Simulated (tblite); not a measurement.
Compound: C₅H₆FN.
Numbering: `[CH2:1]=[CH:2][C@@H:3]([F:4])[CH2:5][C:6]#[N:7]` (hydrogens: H8, H9 on C1; H10 on C2; H11 on C3; H12, H13 on C5)

Computed with GFN2-xTB (tblite), gas phase: nudged elastic band of 9 images (0 to 8), spring 0.2 eV/Å², climbing image at the end, force threshold 0.05 eV/Å. The top image wasn't refined or checked by frequencies; at this threshold it can lie a kcal/mol or more above the true saddle point of the method.

Path: rotation about C3–C5 (sp3 C–F carbon, sp3 carbon next to a nitrile), followed by the dihedral F4–C3–C5–C6, from -174° to -71°. Start geometry (image 0):
```
atom  x, y, z in Å
C1      1.573    1.091    0.375
C2      1.090   -0.133    0.461
C3      0.161   -0.733   -0.551
F4      0.456   -2.073   -0.717
C5     -1.307   -0.638   -0.093
C6     -1.729    0.737   -0.034
N7     -2.052    1.831    0.003
H8      1.335    1.740   -0.451
H9      2.217    1.498    1.135
H10     1.326   -0.782    1.292
H11     0.282   -0.266   -1.537
H12    -1.942   -1.182   -0.798
H13    -1.413   -1.092    0.897
```

The first guess turns that dihedral rigidly in even steps and adds one set of random displacements (0.04 Å standard deviation a coordinate) to every inner image. Energies of the images above image 0 (eV) in the early part of the optimisation:

```json
{"iteration": "0", "1": "0.801", "2": "0.780", "3": "0.757", "4": "0.726", "5": "0.687", "6": "0.644", "7": "0.608", "8": "0.052"}
{"iteration": "10", "1": "0.102", "2": "0.127", "3": "0.152", "4": "0.166", "5": "0.163", "6": "0.146", "7": "0.126", "8": "0.052"}
```

**Question.** Where does the band end, and how far was the first guess from it?

**Answer.** Final energies, images 1 to 8: 0.010, 0.033, 0.061, 0.080, 0.084, 0.074, 0.059, 0.052 eV. The highest point drops from 0.80 eV (image 1) to 0.084 eV (image 5), by 0.72 eV. Image 5 moved by 0.06 Å rms, its dihedral from -109° to -109°. The end images are fixed. The true force on the top image ends at 0.033 eV/Å, and the largest on any image at 0.05 eV/Å; away from the top, the method drives only the force across the path to zero. The last saved iteration is 50.

What follows is the cost of the whole band run. The run took 4.1 s of wall time on Intel Xeon Platinum 8175M at 2.50 GHz, one thread, no GPU (shared host), and the process peaked at 0.18 GiB of memory.
